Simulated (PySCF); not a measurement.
One of the candidates below gave these computed data.

All candidates are C4H11NO2Si.

- 13C NMR: chemical shifts (computed TMS as zero) by class: 143.4 (1 C), 119.3 (1 C), 65.5 (1 C), -1.9 (1 C) ppm [GIAO PBE0/pcSseg-1]
- Rotational structure: rotational constants A, B, C: 2.856, 0.932, 0.898 GHz [GFN2-xTB]
- Dipole: 2.16 D [PBE0/pcSseg-1]
- 1H NMR: chemical shifts (computed TMS as zero) by class: 6.06 (1 H), 6.00 (1 H), 5.62 (1 H), 4.52 (1 H), 4.27 (1 H), 2.06 (1 H), 0.55 (2 H), 0.03 (3 H) ppm [GIAO PBE0/pcSseg-1]
- NMR, other nuclei: isotropic shieldings of nuclei other than C and H, by class: 239 (1 N), 283 (1 O), 284 (1 O), 379 (1 Si) ppm [GIAO PBE0/pcSseg-1]

Electronic properties: PySCF, gas phase, density fitting. Levels stand in brackets. The structure is a single GFN2-xTB conformer in the gas phase; no vibrational or solvent corrections. NMR classes are plain means over equivalent atoms (diastereotopic ones count apart unless rotation or inversion swaps them), as if these changed places fast.

Question: Which candidate is it?
A. `C=CCO[Si@@](C)(N)O`
B. `CC(=O)O[SiH2]N(C)C`
C. `C=C(C)[Si@@](N)(O)OC`
D. `CN(C)C(=O)CO[SiH3]`

Answer: A. It is `C=CCO[Si@@](C)(N)O`. Numbering: `[CH2:1]=[CH:2][CH2:3][O:4][Si@@:5]([CH3:6])([NH2:7])[OH:8]`. Its formula, C4H11NO2Si, gives 1 degree of unsaturation: 0 rings and 1 π bond in the structure found. 4 carbons fall into 4 classes; from least to most shielded: alkene CH carbon [C2] (143.4 ppm), terminal =CH2 carbon [C1] (119.3 ppm), sp3 carbon bound to oxygen [C3] (65.5 ppm), Si-methyl carbon [C6] (-1.9 ppm). Hydrogen classes from least to most shielded: 1 H on an alkene CH carbon, C2 (6.06 ppm), 1 H on a terminal =CH2 carbon, C1 (6.00 ppm), 1 H on a terminal =CH2 carbon, C1 (5.62 ppm), 1 H on an sp3 carbon bound to oxygen, C3 (4.52 ppm), 1 H on an sp3 carbon bound to oxygen, C3 (4.27 ppm), 1 H on a silanol oxygen, O8 (2.06 ppm), 2 H on a silicon-bound nitrogen, N7 (0.55 ppm), 3 H on an Si-methyl carbon, C6 (0.03 ppm). The other shieldings belong to: 239 ppm, silicon-bound nitrogen [N7]; 283 ppm, silanol oxygen [O8]; 284 ppm, silyl ether oxygen [O4]; 379 ppm, oxygen-bound silicon [Si5]. The optimised geometry has point group C1 and is an asymmetric top.

The others, at the same levels:
- `CN(C)C(=O)CO[SiH3]` fails: its computed 13C shifts are 169.1 (1 C), 71.1 (1 C), 38.7 (1 C), 35.3 (1 C) ppm, 1H shifts are 4.94 (3 H), 4.38 (2 H), 3.15 (3 H), 3.10 (3 H) ppm and rotational constant A is 3.340 GHz (against 2.856 GHz).
- `CC(=O)O[SiH2]N(C)C` fails: it has 3 carbon classes against 4; its computed 13C shifts are 176.2 (1 C), 38.0 (2 C), 24.4 (1 C) ppm, 1H shifts are 5.14 (2 H), 2.60 (6 H), 2.15 (3 H) ppm and rotational constant A is 4.016 GHz (against 2.856 GHz).
- `C=C(C)[Si@@](N)(O)OC` fails: its computed 13C shifts are 154.2 (1 C), 133.8 (1 C), 51.1 (1 C), 27.0 (1 C) ppm, 1H shifts are 5.97 (1 H), 5.35 (1 H), 3.67 (3 H), 2.04 (3 H), 2.03 (1 H), 0.58 (2 H) ppm and rotational constant A is 1.918 GHz (against 2.856 GHz).

Each candidate is one conformer, not necessarily the lowest. The conformers computed, where there is a choice (atom-mapped SMILES and torsion angles):
- `[CH3:1][N:2]([CH3:3])[C:4](=[O:5])[CH2:6][O:7][SiH3:8]`: C1–N2–C4–O5 4°, N2–C4–C6–O7 53°, C4–C6–O7–Si8 167°
- `[CH3:1][C:2](=[O:3])[O:4][SiH2:5][N:6]([CH3:7])[CH3:8]`: C1–C2–O4–Si5 -178°, C2–O4–Si5–N6 174°, O4–Si5–N6–C7 -175°
- `[CH2:1]=[C:2]([CH3:3])[Si@@:4]([NH2:5])([OH:6])[O:7][CH3:8]`: C1–C2–Si4–N5 21°, C2–Si4–O7–C8 65°, H–N5–Si4–C2 -71°, H–N5–Si4–C2 64°, H–O6–Si4–C2 162°

The conformers of `C=CCO[Si@@](C)(N)O` aren't listed.
